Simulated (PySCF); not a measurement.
Mapped SMILES: `[F:1][C@@H:2]1[CH2:3][Si@@H:4]1[PH2:5]`; H(Xn) means a hydrogen on atom n. Ha(C3) is cis to F1 on the ring; Hb(C3) is trans to F1 on the ring.

Geometry: PBE0-D3(BJ)/def2-SVP; GIAO shifts from PySCF 2.14, gas phase, non-relativistic, averaged over equivalent atoms.

At PBE0/cc-pVTZ (242 basis functions, 52 s wall time on 1 thread of an Arm Neoverse N1, shared host):
| atoms | δ (ppm) |
| --- | --- |
| F1 | -242.7 |
| C2 | 74.1 |
| C3 | 9.6 |
| Si4 | -119.6 |
| P5 | -303.7 |
| H(C2) | 5.12 |
| H(Si4) | 3.13 |
| H(P5) | 1.77 |
| Hb(C3) | 1.22 |
| Ha(C3) | 0.84 |

δ = σ(ref) − σ, references computed at the same level: CFCl3 for 19F (182.60 ppm); 13C (187.29 ppm), 29Si (360.00 ppm), 1H (31.29 ppm) against TMS; 31P (319.75 ppm) vs H3PO4.

Question: Predict the values at LC-wPBE/pcSseg-2 on the same geometry.

Answer: 
```csv
atoms,δ at LC-wPBE/pcSseg-2,change
F1,-235.9,+6.8
C2,76.0,+1.9
C3,8.7,-0.9
Si4,-118.5,+1.1
P5,-322.8,-19.1
H(C2),5.07,-0.05
H(Si4),3.06,-0.07
H(P5),1.90,+0.13
Hb(C3),1.15,-0.07
Ha(C3),0.87,+0.03
```

Shifts are taken against calculated references (same method and geometry level): CFCl3 for 19F (203.63 ppm); 13C (188.30 ppm), 29Si (346.67 ppm), 1H (31.32 ppm) against TMS; 31P (291.91 ppm) against H3PO4.

The largest change is at P5 (phosphorus bonded to Si, 2 H). Cost: 278 basis functions, 53 s wall time on 1 thread of an Arm Neoverse V1, shared host.

Unscaled 19F shifts against computed CFCl3 carry errors that often reach 10 to 50 ppm. Experimental scales use liquid or dissolved standards, which lie at an offset from isolated H3PO4.
